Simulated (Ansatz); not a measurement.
`F[Si](Cl)(O[SiH3])O[SiH3]` + `C#CS` → `C#CS[SiH3]` + `O[Si](F)(Cl)O[SiH3]`  (ligand exchange at the Si–O bond)

Isolated molecules relaxed with PBE0-D4/def2-TZVP in Ansatz; ΔE leaves out vibrations. CBS: MP2 limit from def2 TZ/QZ plus the TZ coupled-cluster correction, frozen cores. This one scheme is used for every species. DFT in def2-TZVPP. B3LYP here is the variant with VWN-RPA as its local correlation; programs differ in this. Each species was taken in one conformer, which may not be the lowest.

`F[Si](Cl)(O[SiH3])O[SiH3]`:

Z-matrix (Å, degrees):
```
Si
Cl 1 2.032
O 1 1.597 2 110.7
O 1 1.600 2 110.2 3 -123.1
F 1 1.578 2 107.4 3 117.9
Si 3 1.643 1 150.7 2 -31.8
Si 4 1.645 1 149.6 2 -35.6
H 6 1.483 3 109.6 1 43.2
H 6 1.481 3 107.7 1 163.3
H 6 1.484 3 109.3 1 -77.1
H 7 1.483 4 109.4 1 -77.4
H 7 1.483 4 109.6 1 43.2
H 7 1.481 4 107.5 1 162.9
```

`C#CS`:

Cartesian coordinates in Å:
```
C 0.636 0.593 -0.898
C -0.096 -0.041 -0.184
S -1.191 -0.961 0.696
H 1.291 1.157 -1.519
H -0.640 -0.748 1.905
```

`C#CS[SiH3]`:

Cartesian coordinates in Å:
```
C 0.143 1.216 -1.989
C 0.357 1.147 -0.806
S 0.675 1.091 0.844
Si -0.154 -0.870 1.175
H -0.046 1.278 -3.035
H -1.592 -0.875 0.819
H 0.582 -1.870 0.366
H 0.035 -1.117 2.625
```

`O[Si](F)(Cl)O[SiH3]`:

Z-matrix (Å, degrees):
```
Si
F 1 1.582
Cl 1 2.021 2 107.7
O 1 1.614 2 110.5 3 -117.0
O 1 1.605 2 107.8 3 120.5
H 4 0.959 1 118.6 2 -72.8
Si 5 1.646 1 147.8 2 -86.4
H 7 1.483 5 109.6 1 72.3
H 7 1.482 5 107.3 1 -168.2
H 7 1.483 5 109.6 1 -48.4
```

Question: Is it downhill or uphill in electronic energy at CCSD(T)/CBS, and by how much? (An estimate is asked.)

Answer: Ansatz gave: Uphill: ΔE = +11.3 kcal/mol.

Question: What do these levels give: PBE-D4, r2SCAN-D4, PBE0-D4, B3LYP-D4, r2SCAN, HF/def2-TZVPP, MP2/def2-TZVPP, CCSD/def2-TZVPP, CCSD(T)/def2-TZVPP, HF/def2-QZVPP, MP2/CBS(def2), CCSD/CBS(def2)? (An estimate is asked.)

Answer: Ansatz gave: PBE-D4 7.5, r2SCAN-D4 10.2, PBE0-D4 8.9, B3LYP-D4 12.3, r2SCAN 10.1, HF/def2-TZVPP 16.4, MP2/def2-TZVPP 10.6, CCSD/def2-TZVPP 12.6, CCSD(T)/def2-TZVPP 11.6, HF/def2-QZVPP 17.0, MP2/CBS(def2) 10.3, CCSD/CBS(def2) 12.3 kcal/mol.

Largest T1 diagnostic among the species: 0.013.

In def2-TZVPP, CCSD(T) changes the Hartree–Fock value by −4.8 kcal/mol (the triples alone add −1.0 kcal/mol) and MP2 by −5.9 kcal/mol. From PBE to PBE0 (25 % exact exchange), in def2-TZVPP and without D4, ΔE moves by +1.3 kcal/mol.
